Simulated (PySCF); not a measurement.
# SMILES [GeH3][GeH2][C]1=CC1, C₃H₈Ge₂

Geometry (Å), atoms numbered from 1 in this order:
```xyz
13

Ge   -2.115   -0.137    0.249
Ge   -0.119   -0.527   -1.066
C     1.391    0.192   -0.131
C     2.328    1.089    0.012
C     2.279    0.070    1.094
H    -2.363    1.375    0.395
H    -3.339   -0.775   -0.435
H    -1.962   -0.750    1.653
H     0.101   -2.040   -1.258
H    -0.234    0.148   -2.445
H     2.824    1.981   -0.363
H     3.033   -0.731    1.134
H     1.878    0.336    2.085
```

Computed, not measured: GIAO PBE0/6-311G** magnetisability, rotational g tensor and spin-rotation constants, non-relativistic, gas phase in PySCF 2.14.0. Geometry: PBE0-D3(BJ)/def2-SVP.

The calculation is non-relativistic, which matters for the atoms heavier than Zn.

How diamagnetic is it, and how anisotropic?

Isotropic -1414 × 10⁻³⁰ J/T², or -85.1 × 10⁻⁶ cm³/mol; principal values -1612, -1368, -1260 × 10⁻³⁰ J/T², anisotropy 313 × 10⁻³⁰ J/T² (root of half the summed squared differences of the principal values). The susceptibility is in cgs units.

Split it along the inertial axes a, b, c into diamagnetic and paramagnetic parts about the centre of mass, with the quadrupole moment.


| axis | χ (10⁻⁶ cm³/mol) | diamagnetic (10⁻⁶ cm³/mol) | paramagnetic (10⁻⁶ cm³/mol) | summed x² of all electrons (Å²) | quadrupole Θ (D Å) |
| --- | --- | --- | --- | --- | --- |
| a | -84.7 | -444.6 | 359.8 | 261.8 | +0.41 |
| b | -89.8 | -1232.4 | 1142.6 | 76.1 | -1.33 |
| c | -80.8 | -1433.3 | 1352.5 | 28.7 | +0.92 |

Anisotropies 2χaa − χbb − χcc = +1.1 and 2χbb − χaa − χcc = -14.0 × 10⁻⁶ cm³/mol. Θ is traceless in Buckingham's convention.

And the rotational g tensor?


```
axis  rotational constant (GHz)        g  nuclear part  electronic part
   a                     3.5077  -0.0241        0.5688          -0.5929
   b                     0.9947  -0.0040        0.5300          -0.5340
   c                     0.8335  -0.0074        0.5222          -0.5296
```
Asymmetric top; isotopes 12C, 74Ge, 1H; no vibrational averaging.
